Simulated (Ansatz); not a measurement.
A series at Ti: from `[OH][Ti]([OH])([OH])[OH]`, ligands are replaced one by one, each step taking up H–F and setting free H₂O; n counts the steps. Ansatz, PBE0-D4/def2-TZVP geometries. Each molecule was computed in one conformer, which needn't be the lowest.

```tsv
n	molecule	HOMO energy, ωB97M-V/def2-TZVPP (eV)
0	`[OH][Ti]([OH])([OH])[OH]`	-11.42
1	`[OH][Ti]([OH])([OH])[F]`	-11.76
2	`[OH][Ti]([OH])([F])[F]`	?
3	`[OH][Ti]([F])([F])[F]`	-13.06
4	`[F][Ti]([F])([F])[F]`	-15.01
```

Q: By hand: fit a straight line y = ȳ + b (n − n̄) to the 4 given rows and predict n = 2.

A: n̄ = 2.000, ȳ = -12.812; Σ(n − n̄)(y − ȳ) = -8.480, Σ(n − n̄)² = 10.000, so b = -0.848 eV a step. Prediction: -12.812 + (-0.848) × (0.000) = -12.81 eV.

Q: By hand: compare with the computed value, -12.39 eV, and give the steps along the whole series.

A: The line misses by 0.42 eV (computed minus predicted). Steps: -0.34, -0.63, -0.67, -1.95 eV.

The steps grow at each stage, from -0.34 to -1.95 eV, so the series is curved. The highest orbital can change its character along such a series. The miss is 11.7 % of the series' range.
